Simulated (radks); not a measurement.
Results of a calculation; reference values are marked as such.
Neutral antimony, [Kr] 4d10 5s2 5p3. Level of theory: non-relativistic Kohn-Sham, r2SCAN, spin-polarised, spherical densities, point nucleus; meta-GGA in the generalised Kohn-Sham scheme (a radial shooting solver on a logarithmic mesh with Libxc functionals). Every spin shell is full or empty, so the densities are truly spherical. Functionals are evaluated on that one density, not self-consistently. Rank these orbital-free kinetic functionals by their error against the exact value of the orbitals, and give that value: Thomas-Fermi, TF + vW, LC94, revAPBEK, Perdew 92, Pearson, PG1, Ernzerhof.

Answer. Exact: 6313.61 hartree. From best to worst, with 100 (|E| - |E exact|)/|E exact| (equal figures are ties): LC94 +0.08, revAPBEK +0.31, Ernzerhof -0.38, Perdew 92 -0.65, Pearson -0.90, Thomas-Fermi -5.25, PG1 +14.98, TF + vW +36.05.
